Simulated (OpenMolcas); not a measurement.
## C3H10OSi (trimethylsilanol): methods side by side

C3H10OSi: 15 atoms, total charge 0, spin state singlet. SMILES: `C[Si](C)(C)O`. The coordinates come from a PBE0-D4/def2-TZVP relaxation. This is one conformer, not always the lowest.

Quantity: the vertical energy of the triplet above the singlet, in eV. The values are calculated.

| level | kind | program | value (eV) | CPU time (all runs) |
| --- | --- | --- | --- | --- |
| HF/6-31G* (spherical functions) | Hartree–Fock | OpenMolcas | 7.53 | 33 s |
| SVWN5/6-31G* (spherical functions) | LDA | OpenMolcas | 7.04 | 2.7 min |
| BLYP/6-31G* (spherical functions) | GGA | OpenMolcas | 7.03 | 3.8 min |
| PBE/6-31G* (spherical functions) | GGA | OpenMolcas | 7.02 | 4 min |
| TPSS/6-31G* (spherical functions) | meta-GGA | OpenMolcas | 7.18 | 5.9 min |
| r2SCAN/6-31G* (spherical functions) | meta-GGA | OpenMolcas | 7.37 | 5.6 min |
| M06-2X/6-31G* (spherical functions) | hybrid meta-GGA | OpenMolcas | 7.92 | 5.3 min |
| PBE0/6-31G* (spherical functions) | global hybrid | OpenMolcas | 7.55 | 3.8 min |

The values span 7.02 to 7.92 eV. A triplet this far above the singlet is often a Rydberg-like or dissociative state; sets without diffuse functions put Rydberg states too high. Times are those of the runs behind each value, whatever else they computed, on shared processors of several kinds: orders of magnitude only.
